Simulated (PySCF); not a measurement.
F₄Zr, charge -1, multiplicity 2. Atoms are numbered in the order given.

```xyz
5

Zr     0.0000     0.0000     0.0000
F      1.3443    -1.3443     0.6002
F      1.3443     1.3443    -0.6002
F     -1.3443     1.3443     0.6002
F     -1.3443    -1.3443    -0.6002
```
Charge -1, spin multiplicity 2.

Geometry optimised at B3LYP-D3(BJ)/def2-SVPD. The spin state was assumed, not searched. The def2 effective core potentials stand for the cores of Zr; spin–orbit coupling is left out.

All values below come from M06-2X/def2-TZVPD (PySCF).

Mulliken values depend strongly on the basis, most of all with diffuse functions as here. ESP charges are fitted to the potential on shells at 1.4 to 2.0 van der Waals radii. Atomic charges (e):

| atom | ESP fit | Mulliken | Mulliken spin |
|---|---|---|---|
| Zr1 | 0.88 | 1.61 | 1.11 |
| F2 | -0.47 | -0.65 | -0.03 |
| F3 | -0.47 | -0.65 | -0.03 |
| F4 | -0.47 | -0.65 | -0.03 |
| F5 | -0.47 | -0.65 | -0.03 |
